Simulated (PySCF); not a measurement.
CuHO, multiplicity 1. Atoms are numbered in the order given.

```xyz
3

Cu    -0.0052    -0.4308     0.0000
O      0.1185     1.3508     0.0000
H     -0.7981     1.6855     0.0000
```

Geometry: PBE-D3(BJ)/def2-TZVP. The multiplicity is an assumed one; other spin states were not compared.

The numbers are results of PBE-D3(BJ)/def2-TZVP in PySCF, not measurements.

Frequencies are harmonic and unscaled.

Q: Estimate the vibrational spectrum. (Estimate from the structure and the level; the computed values follow.)

A: 
```tsv
mode	ν (cm⁻¹)	IR (km/mol)	moving atoms (share of kinetic energy)
1	601	25.3	O 75 %, Cu 21 %
2	806	71.6	H 91 %, O 9 %
3	3666	30.4	H 94 %
```
